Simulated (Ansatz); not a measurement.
A run for Ansatz (a quantum-chemistry and plane-wave program): R-wB97M-V/def2-TZVPP on H4OSi (SMILES O[SiH3]), a point of a torsion scan.

Ansatz 0.2 input:
```yaml
crystal:
  periodic: [false, false, false]
  atoms:
    - {symbol: O, position_ang: [1.09833025, -0.49543806, -0.22015192]}
    - {symbol: Si, position_ang: [-0.42146706, 0.03267145, 0.01634715]}
    - {symbol: H, position_ang: [1.86556412, 0.01975042, 0.00711648]}
    - {symbol: H, position_ang: [-0.94764235, 0.53463711, -1.25218436]}
    - {symbol: H, position_ang: [-0.43448455, 1.09543062, 1.02298795]}
    - {symbol: H, position_ang: [-1.14105347, -1.15170972, 0.46484267]}
basis:
  gaussian:
    orbitals: def2-TZVPP
hamiltonian:
  xc: {name: wB97M-V}
scf: {lower_state_search: off}
```

Program output:

```
WARN ansatz: RAYON_NUM_THREADS=1 ignored (pool sized by the plan → 1); use --threads N
Functional definition: wB97M-V
these checks for a lower state are left out or cut short: stability, starts, cluster_reference, orbital_swaps, neighbouring_geometries, increment
integrals: 0.05 GiB planned
678 factors; their error is unknown
integrals: 0.08 GiB planned
163 factors; integrals over basis functions are off by at most 1.1e-5 eV
mean field: 0.49 GiB planned
mean field evaluation 1: about -9987.0321 eV, gradient 4.6e1 eV
mean field evaluation 2: about -9986.0179 eV, gradient 5.3e1 eV
mean field evaluation 4: about -9990.3919 eV, gradient 3.5e-1 eV
mean field evaluation 8: about -9990.4018 eV, gradient 6.3e-3 eV
mean field evaluation 16: about -9990.4018 eV, gradient 2.3e-6 eV
mean field -9990.40178916 eV, -367.1404940140 hartree, gradient 2.3e-6 eV, S^2 0.000000; 0 other end points of the search recorded, 0 dependent functions left out
reference -9990.40183085 eV, -367.1404955462 hartree; 13, 13 occupied and 116, 116 virtual orbitals, 678 factors
Total energy: -9990.40183085 eV, -367.1404955462 hartree
Checks for a lower state left out: stability, starts, cluster_reference, orbital_swaps, neighbouring_geometries, increment
```

Self-consistency was reached.

Cost: roughly 2.7 core-seconds.
